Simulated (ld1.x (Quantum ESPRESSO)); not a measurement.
How hard is this antimony TM semilocal potential?

Sb (Z = 51), norm-conserving Troullier–Martins (semilocal form), made with ld1.x (Quantum ESPRESSO) 7.5 (PBE, scalar-relativistic). Core [Kr] 4d10, reference 5s2 5p3. Waves: 5s (bound): rc 1.80 bohr; 5p (bound): rc 2.10 bohr; 5d channel at 0.15 Ry: rc 2.25 bohr. Local part: the d channel. Core correction: Bessel-smoothed model core inside 1.50 bohr.

The pseudo-atom Hamiltonian at the reference potential is diagonalised in spherical Bessel functions j_l(qr) that vanish at 20 bohr, with q² up to the cutoff. All-electron valence levels (Ry): 5s -0.9430, 5p -0.3548.

Problem. How do the lowest levels (Ry) of each channel move with the cutoff, and are there ghosts?

Solution.

```tsv
cutoff (Ry)	s #1	s #2	p #1	d #1	d #2	Σ f·Δε (mRy)
8	-0.9141	-0.0336	-0.3448	0.0519	0.1281	88.1
10	-0.9293	-0.0351	-0.3494	0.0519	0.1281	43.7
12	-0.9331	-0.0355	-0.3526	0.0519	0.1281	26.5
15	-0.9333	-0.0355	-0.3543	0.0518	0.1280	21.2
18	-0.9351	-0.0356	-0.3544	0.0516	0.1274	17.3
21	-0.9376	-0.0358	-0.3544	0.0515	0.1270	12.2
25	-0.9400	-0.0360	-0.3546	0.0513	0.1265	6.8
30	-0.9421	-0.0361	-0.3548	0.0512	0.1261	2.0
35	-0.9426	-0.0362	-0.3548	0.0511	0.1259	0.9
40	-0.9426	-0.0362	-0.3548	0.0511	0.1258	0.9
45	-0.9427	-0.0362	-0.3548	0.0511	0.1258	0.7
400	-0.9430	-0.0362	-0.3548	0.0511	0.1257	0.0
```

Result: no extra level below or beside the all-electron valence levels (s, p, d tested); the semilocal form is local in each channel, so this says nothing of the separable form that plane-wave codes build from it; 10 mRy is reached at 25 Ry and 1 mRy at 35 Ry.

Its largest configuration-test error is -480 meV.
